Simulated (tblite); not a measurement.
A tight-binding relaxation on `F[C@@H]1C[Si@@H](Br)C[SiH2]1`.

Computed with GFN2-xTB geometry optimisation, gas phase (tblite 0.8.0). Start geometry: from a force field or distance geometry. A driver script takes a list of jobs; this job's settings line and coordinates (Å) are shown.

Command:
```bash
OMP_NUM_THREADS=1 python probes_run.py task.json out
```

Input:
```
{"job": {"kind": "relax", "xc": "GFN2-xTB", "basis": "xTB"}, "charge": 0, "multiplicity": 1}
F      0.387000    -2.050700    -0.953100
C     -0.020100    -1.481500     0.217500
C     -1.301600    -0.715200    -0.017100
Si    -0.810200     0.959600    -0.786000
Br    -2.157100     2.529700     0.002700
C      0.948900     1.304400    -0.229600
Si     1.311100    -0.255700     0.760400
H     -0.154200    -2.292800     0.950200
H     -1.975000    -1.262100    -0.690200
H     -1.836700    -0.534500     0.931400
H     -0.890900     0.906500    -2.259900
H      1.619000     1.383200    -1.086500
H      1.038200     2.203800     0.400700
H      1.145300     0.048900     2.205500
H      2.691900    -0.735500     0.532100
```

Output:
```
step      E/eV     max force
  0    -620.56330    1.910
  1    -620.64573    0.951
  2    -620.67656    0.342
  3    -620.69031    0.363
  4    -620.70806    0.285
  5    -620.71629    0.239
  6    -620.72147    0.173
  7    -620.72533    0.179
  8    -620.73008    0.180
  9    -620.73546    0.231
... (32 lines left out)
 42    -620.75207    0.020
 43    -620.75213    0.021
 44    -620.75219    0.021
 45    -620.75225    0.018
 46    -620.75231    0.016
 47    -620.75235    0.019
 48    -620.75239    0.016
 49    -620.75242    0.017
 50    -620.75244    0.012
 51    -620.75245    0.008
```

«max force» is the largest atomic force in eV/Å.

Q: From which step on does the largest force stay under 0.1 eV/Å, and how much energy is left to gain from there?

A: From step 14 (0.076 eV/Å), 4.4 meV above the end.

In short: energy lowered by 4.4 kcal/mol over 51 steps; largest atomic force 0.008 eV/Å at the end.

Q: Give the final coordinates.

A: 0.093 Å rms from the input after alignment:
```
atom  x, y, z in Å
F1     0.4468   -1.9410   -1.0038
C2     0.0055   -1.4481    0.2297
C3    -1.2900   -0.6818   -0.0029
Si4   -0.8378    0.9587   -0.8533
Br5   -2.1991    2.5564   -0.0888
C6     0.9304    1.2592   -0.2181
Si7    1.3753   -0.2500    0.8629
H8    -0.1624   -2.3380    0.8445
H9    -1.9807   -1.2877   -0.5915
H10   -1.7620   -0.5059    0.9653
H11   -1.0035    0.9696   -2.3003
H12    1.6179    1.3342   -1.0586
H13    1.0195    2.1933    0.3329
H14    1.1482    0.0057    2.2869
H15    2.6875   -0.8166    0.5732
```

On one thread of an Arm Neoverse N1 (shared host), this took 0.72 s of wall time.
Labels such as C1 count atoms from 1, the log's own numbers from 0.
